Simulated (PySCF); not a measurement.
Compound: C₆H₉NO.
SMILES with atom numbers: `[O:1]=[CH:2][C@@H:3]1[CH2:4][CH:5]=[N:6][CH2:7][CH2:8]1`

Definitions: NICS(0) = −σiso at the ring centroid; NICS(1) = −σiso and NICS(1)zz = −σzz at ±1 Å along the ring normal z. Level: GIAO PBE0/pcSseg-1 (PySCF, non-relativistic, gas phase) on the GFN2-xTB geometry, one conformer.

Ring bond lengths (Å), with Mayer bond orders in brackets: C3–C4 1.529 (1.01), C4–C5 1.503 (0.99), C5–N6 1.254 (1.99), N6–C7 1.436 (1.00), C7–C8 1.531 (1.02), C8–C3 1.531 (1.01).

Task: Give the NICS values of each ring in ppm.

Result: 
```csv
ring,type,NICS(0),"NICS(1), two faces","NICS(1)zz, two faces",rms pucker (Å),"centre to ring atoms, mean (Å)"
C3–C4–C5–N6–C7–C8,"6-membered ring with N; formal bonds 1 double, 5 single",0.1,-1.9 / -2.8,1.8 / 0.9,0.20,1.43
```

Task: What do they say, and how far can they be read as aromaticity?

Result: 
- C3–C4–C5–N6–C7–C8: mean NICS(1)zz 1.3 ppm, near zero. C3, C4, C7, C8 have four or more neighbours; no verdict on aromaticity is drawn.

Task: What are the shieldings of the ring atoms and their hydrogens in the same run (means over atoms taken as equivalent)?

Result: 
| atoms | environment | σ isotropic (ppm) |
| --- | --- | --- |
| C3 | sp3 carbon next to a carbonyl | 140.6 |
| C4 | ring CH2 carbon | 158.3 |
| C5 | imine carbon | 22.2 |
| N6 | imine nitrogen | -108.2 |
| C7 | sp3 carbon bound to nitrogen | 137.2 |
| C8 | ring CH2 carbon | 161.3 |
| H on C3 | methine hydrogen | 29.41 |
| H on C4 | methylene hydrogen | 28.81 |
| H on C4 | methylene hydrogen | 29.83 |
| H on C5 | hydrogen on a C=N carbon | 23.91 |
| H on C7 | methylene hydrogen | 28.22 |
| H on C7 | methylene hydrogen | 27.47 |
| H on C8 | methylene hydrogen | 29.68 |
| H on C8 | methylene hydrogen | 29.83 |

The list is cut; further classes of hydrogen are left out.

On one thread, Arm Neoverse N1, no GPU, shared host, this took 56 s wall (grids of density and orbitals included). This is the whole shielding run at PBE0/pcSseg-1, SCF included.
